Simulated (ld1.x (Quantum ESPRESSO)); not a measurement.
An all-electron radial function and its pseudo partner (iridium (Ir))

Columns: radius, all-electron u(r) and pseudo u(r) of the 6s shell (level -7.03 eV) of iridium in the configuration [Kr] 4d10 4f14 5s2 5p6 5d7 6s1.5 6p0.5; PBE, scalar-relativistic, PAW scheme, ld1.x (Quantum ESPRESSO) 7.5.

```json
{"r (bohr)": "0.103", "all-electron": "0.0793", "pseudo": "0.1979"}
{"r (bohr)": "0.205", "all-electron": "0.0219", "pseudo": "0.3731"}
{"r (bohr)": "0.308", "all-electron": "-0.1946", "pseudo": "0.5113"}
{"r (bohr)": "0.410", "all-electron": "-0.1362", "pseudo": "0.5977"}
{"r (bohr)": "0.513", "all-electron": "0.0548", "pseudo": "0.6290"}
{"r (bohr)": "0.615", "all-electron": "0.2215", "pseudo": "0.6066"}
{"r (bohr)": "0.718", "all-electron": "0.3089", "pseudo": "0.5381"}
{"r (bohr)": "0.820", "all-electron": "0.3139", "pseudo": "0.4365"}
{"r (bohr)": "0.923", "all-electron": "0.2572", "pseudo": "0.3131"}
{"r (bohr)": "1.025", "all-electron": "0.1626", "pseudo": "0.1824"}
{"r (bohr)": "1.128", "all-electron": "0.0481", "pseudo": "0.0512"}
{"r (bohr)": "1.230", "all-electron": "-0.0700", "pseudo": "-0.0719"}
{"r (bohr)": "1.332", "all-electron": "-0.1835", "pseudo": "-0.1851"}
{"r (bohr)": "1.435", "all-electron": "-0.2880", "pseudo": "-0.2884"}
{"r (bohr)": "1.538", "all-electron": "-0.3795", "pseudo": "-0.3795"}
{"r (bohr)": "1.640", "all-electron": "-0.4563", "pseudo": "-0.4563"}
{"r (bohr)": "1.743", "all-electron": "-0.5201", "pseudo": "-0.5201"}
{"r (bohr)": "1.845", "all-electron": "-0.5703", "pseudo": "-0.5703"}
{"r (bohr)": "1.948", "all-electron": "-0.6093", "pseudo": "-0.6093"}
{"r (bohr)": "2.050", "all-electron": "-0.6374", "pseudo": "-0.6374"}
{"r (bohr)": "2.153", "all-electron": "-0.6564", "pseudo": "-0.6564"}
{"r (bohr)": "2.255", "all-electron": "-0.6674", "pseudo": "-0.6674"}
{"r (bohr)": "2.358", "all-electron": "-0.6717", "pseudo": "-0.6717"}
{"r (bohr)": "2.460", "all-electron": "-0.6702", "pseudo": "-0.6702"}
{"r (bohr)": "2.562", "all-electron": "-0.6640", "pseudo": "-0.6640"}
{"r (bohr)": "2.665", "all-electron": "-0.6537", "pseudo": "-0.6537"}
```

Problem. How many radial nodes do the two functions have?

Solution. The all-electron 6s function has n − l − 1 = 5 (the table is too coarse to show those close to the nucleus); the pseudo-wave has 1, since 1 lower shell of the same l stays in the valence.

Problem. At about which radius was the pseudo-wave matched?

Solution. 1.55 bohr. The columns agree to 0.0005 from 1.44 bohr on; several derivatives are matched, so the curves merge somewhat inside the radius.

Problem. Is the pseudo-wave norm-conserving?

Solution. No, it belongs to a PAW set: the norm inside the radius is not constrained, and the difference is carried by the augmentation charge.
